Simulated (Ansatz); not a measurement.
`N[Si](F)(S)I` and `N[Si](F)([SiH3])S` differ in one atom or group.

Ansatz, PBE0-D4/def2-TZVP geometries, multiplicity 1. Each molecule was computed in one conformer, which needn't be the lowest.

Elements past krypton have def2 core potentials.  Spin–orbit coupling is left out; it splits and shifts lone-pair levels of the heavy atoms by tenths of an eV.

```tsv
property	`N[Si](F)(S)I`
HOMO–LUMO gap (PBE0/def2-TZVPP) / eV	7.00
HOMO–LUMO gap (PBE/def2-TZVPP) / eV	4.94
LUMO energy (ωB97M-V/def2-TZVPP) / eV	1.30
size of the dipole moment (PBE/def2-TZVPP) / D	1.90
size of the dipole moment (B3LYP/def2-TZVPP) / D	1.91
HOMO energy (PBE0/def2-TZVPP) / eV	-7.64
```

Task: Give the same properties after the change, and the shifts. (Estimate.)

Result: The calculation gave: 
| property | `N[Si](F)([SiH3])S` | shift |
| --- | --- | --- |
| HOMO–LUMO gap (PBE0/def2-TZVPP) / eV | 7.35 | 0.35 |
| HOMO–LUMO gap (PBE/def2-TZVPP) / eV | 5.30 | 0.36 |
| LUMO energy (ωB97M-V/def2-TZVPP) / eV | 1.67 | 0.37 |
| size of the dipole moment (PBE/def2-TZVPP) / D | 2.60 | 0.70 |
| size of the dipole moment (B3LYP/def2-TZVPP) / D | 2.63 | 0.72 |
| HOMO energy (PBE0/def2-TZVPP) / eV | -7.48 | 0.16 |

With PBE0 the HOMO rises by 0.16 eV and the LUMO rises by 0.51 eV, so the gap widens by about 0.35 eV. PBE moves the HOMO by 0.17 eV and ωB97M-V by 0.18 eV. Dipoles are sizes alone; their direction can turn.

Positive LUMOs are unbound, so they and the gaps depend on the basis.

B3LYP here is the variant with VWN-RPA as its local correlation; programs differ in this.
